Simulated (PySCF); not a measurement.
# Potential energy of As₂⁻ along the bond

Set-up: basis As aug-cc-pVDZ-PP with ECP10; scalar-relativistic core potentials; PySCF 2.14. Energies in eV from As + As⁻ in their ground configurations at the same level. All curves are PBE0. state 1: ²Πg (doublet), unpaired electrons π ↑; state 2: quartet, unpaired electrons π ↑↑↑, a second solution, started from another occupation; state 3: Ms = 0.5 determinant of mixed spin (⟨S²⟩ near 1.8), unpaired electrons π ↑↑↓, a mixture of terms (⟨Lz²⟩ = 3.0), a second solution, started from another occupation; state 4: sextet, unpaired electrons σ ↑, π ↑↑↑↑, a second solution, started from another occupation.

```csv
R (Å),state 1,state 2,state 3,state 4
1.888,-2.268,0.739,1.034,5.2663
1.976,-3.101,-0.542,-0.240,3.6231
2.063,-3.555,-1.405,-1.096,2.4285
2.129,-3.714,-1.846,-1.532,1.7533
2.195,-3.758,-2.151,-1.834,1.2210
2.261,-3.712,-2.350,-2.029,0.8003
2.349,-3.552,-2.487,-2.162,0.3690
2.458,-3.242,-2.509,-2.179,-0.0250
2.590,-2.778,-2.390,-2.056,-0.3592
2.766,-2.098,-2.092,-1.754,-0.6503
```

Q: Put a parabola through the three lowest points of the state 1 curve and estimate Re, k and ωe (reduced mass 37.46 u; 1 eV/Å² = 0.16022 mdyn/Å; ωe = 1302.8·√(k/μ) cm⁻¹).

A: Through R = 2.129, 2.195, 2.261 Å the second-order coefficient is 10.3 eV/Å², so Re ≈ 2.194 Å, k ≈ 3.31 mdyn/Å and ωe ≈ 387 cm⁻¹. A polynomial fit of higher order to the unrounded PBE0 energies gives Re = 2.191 Å, k = 3.30 mdyn/Å, ωe = 386 cm⁻¹; anharmonicity and rounding make the difference.

The higher-order fit for each curve: state 1: Re = 2.191 Å, ωe = 386 cm⁻¹, De = 3.76 eV; state 2: Re = 2.419 Å, ωe = 279 cm⁻¹, minimum 2.52 eV below the ground-state fragments; state 3: Re = 2.416 Å, ωe = 280 cm⁻¹, minimum 2.19 eV below the ground-state fragments. State 4 gave no clean fit.

Spin–orbit coupling is left out. The highest Kohn–Sham level is positive in this anion. Much of that is self-interaction error, but it also means that the finite basis helps to hold the extra electron. The state was picked by a PBE0 search and need not be the measured ground state.
